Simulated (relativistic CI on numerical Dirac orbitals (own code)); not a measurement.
# Os2+ (5d6) in a crystal field

Calculated by Dirac-Coulomb-Breit CI, orbitals from a KLI potential per configuration, QED by a radiative potential, valence Slater integrals scaled by 0.8, one configuration in a parametric crystal field (own radial code).

Field parameters in Wybourne normalisation: D4h B²₀ = −7Ds, B⁴₀ = 21(Dq − Dt), B⁴₄ = 21√(5/14) Dq. The field is a parameter set, without covalency.

S and J are read from ⟨S²⟩ = S(S + 1) and ⟨J²⟩ = J(J + 1) of each level; they are not fictitious spins.

D4h, 10Dq = 34700, Ds = -1500, Dt = 360 cm⁻¹, the lowest 10 levels:

```json
{"E (cm⁻¹)": "0.0", "Degeneracy": "1", "Irrep": "A1", "S": "0.12", "J": "4.46"}
{"E (cm⁻¹)": "21942", "Degeneracy": "1", "Irrep": "A1", "S": "1.05", "J": "4.24"}
{"E (cm⁻¹)": "22235", "Degeneracy": "1", "Irrep": "A2", "S": "1.04", "J": "4.16"}
{"E (cm⁻¹)": "23248", "Degeneracy": "2", "Irrep": "E", "S": "1.01", "J": "3.89"}
{"E (cm⁻¹)": "23888", "Degeneracy": "1", "Irrep": "B1", "S": "1.02", "J": "4.04"}
{"E (cm⁻¹)": "23992", "Degeneracy": "1", "Irrep": "B2", "S": "1.02", "J": "3.85"}
{"E (cm⁻¹)": "26133", "Degeneracy": "2", "Irrep": "E", "S": "0.89", "J": "4.34"}
{"E (cm⁻¹)": "28536", "Degeneracy": "1", "Irrep": "B1", "S": "1.01", "J": "3.98"}
{"E (cm⁻¹)": "28741", "Degeneracy": "1", "Irrep": "B2", "S": "1.02", "J": "3.80"}
{"E (cm⁻¹)": "28953", "Degeneracy": "1", "Irrep": "A1", "S": "1.05", "J": "3.89"}
```

D4h, 10Dq = 34700, Ds = -1090, Dt = 360 cm⁻¹, the lowest 10 levels:

| E (cm⁻¹) | Degeneracy | Irrep | S | J |
| --- | --- | --- | --- | --- |
| 0.0 | 1 | A1 | 0.12 | 4.46 |
| 22826 | 1 | A1 | 1.05 | 4.23 |
| 23222 | 1 | A2 | 1.03 | 4.15 |
| 23711 | 1 | B1 | 1.02 | 4.10 |
| 23871 | 2 | E | 1.02 | 3.88 |
| 23936 | 1 | B2 | 1.02 | 3.89 |
| 25949 | 2 | E | 0.89 | 4.35 |
| 28782 | 1 | A1 | 1.05 | 3.90 |
| 29155 | 1 | A2 | 1.00 | 3.69 |
| 29390 | 1 | B1 | 1.01 | 3.93 |

D4h, 10Dq = 34700, Ds = -680, Dt = 360 cm⁻¹, the lowest 16 levels:

```
E (cm⁻¹)  Degeneracy  Irrep     S     J
     0.0           1     A1  0.12  4.46
   23407           1     B1  1.02  4.14
   23628           1     A1  1.05  4.21
   23742           1     B2  1.02  3.92
   24132           1     A2  1.03  4.13
   24169           2      E  1.02  3.91
   25932           2      E  0.91  4.33
   28539           1     A1  1.04  3.91
   28926           1     A2  0.99  3.74
   29673           2      E  0.95  3.83
   30314           1     B1  1.01  3.91
   30497           1     B2  1.03  3.75
   30503           1     A1  1.01  3.78
   31695           2      E  0.64  4.59
   34421           2      E  0.96  4.06
   34503           1     B1  1.01  3.97
```

D4h, 10Dq = 34700, Ds = -270, Dt = 360 cm⁻¹, the lowest 16 levels:

```tsv
E (cm⁻¹)	Degeneracy	Irrep	S	J
0.0	1	A1	0.12	4.46
23024	1	B1	1.03	4.17
23469	1	B2	1.02	3.93
24086	2	E	1.01	3.99
24321	1	A1	1.04	4.17
24911	1	A2	1.04	4.08
26127	2	E	0.93	4.25
28266	1	A1	1.04	3.92
28801	1	A2	0.97	3.82
29825	2	E	0.88	3.99
30861	1	A1	1.02	3.80
31102	1	B1	1.01	3.89
31520	1	B2	1.04	3.74
31919	2	E	0.83	4.24
33219	2	E	0.86	4.29
33346	1	B1	1.00	3.95
```

D4h, 10Dq = 34700, Ds = 140, Dt = 360 cm⁻¹, the lowest 16 levels:

| E (cm⁻¹) | Degeneracy | Irrep | S | J |
| --- | --- | --- | --- | --- |
| 0.0 | 1 | A1 | 0.12 | 4.46 |
| 22584 | 1 | B1 | 1.03 | 4.19 |
| 23148 | 1 | B2 | 1.01 | 3.94 |
| 23760 | 2 | E | 0.99 | 4.06 |
| 24881 | 1 | A1 | 1.04 | 4.13 |
| 25474 | 1 | A2 | 1.04 | 3.98 |
| 26389 | 2 | E | 0.95 | 4.17 |
| 27995 | 1 | A1 | 1.04 | 3.95 |
| 28855 | 1 | A2 | 0.94 | 3.97 |
| 29677 | 2 | E | 0.87 | 4.01 |
| 30927 | 1 | B1 | 1.01 | 3.88 |
| 31348 | 1 | A1 | 1.03 | 3.82 |
| 32000 | 2 | E | 0.98 | 3.90 |
| 32515 | 2 | E | 0.68 | 4.56 |
| 32586 | 1 | B2 | 1.04 | 3.74 |
| 33196 | 1 | B1 | 1.00 | 3.93 |

The free-ion ground term has S = 2. The field overcomes the spin-pairing energy for D4h, 10Dq = 34700, Ds = -1500, Dt = 360 cm⁻¹; D4h, 10Dq = 34700, Ds = -1090, Dt = 360 cm⁻¹; D4h, 10Dq = 34700, Ds = -680, Dt = 360 cm⁻¹; D4h, 10Dq = 34700, Ds = -270, Dt = 360 cm⁻¹; D4h, 10Dq = 34700, Ds = 140, Dt = 360 cm⁻¹, where the ground state has lower spin; these fields are assumed values.

Levels of this model without a field, named by their leading LS term (the scale mimics covalency, so terms lie below those of the real free ion): ⁵D4 0, ⁵D3 3973, ⁵D2 4289, ⁵D1 6148, ⁵D0 6481, ³H4 12347, ³H6 14841, ³H5 14944 cm⁻¹.
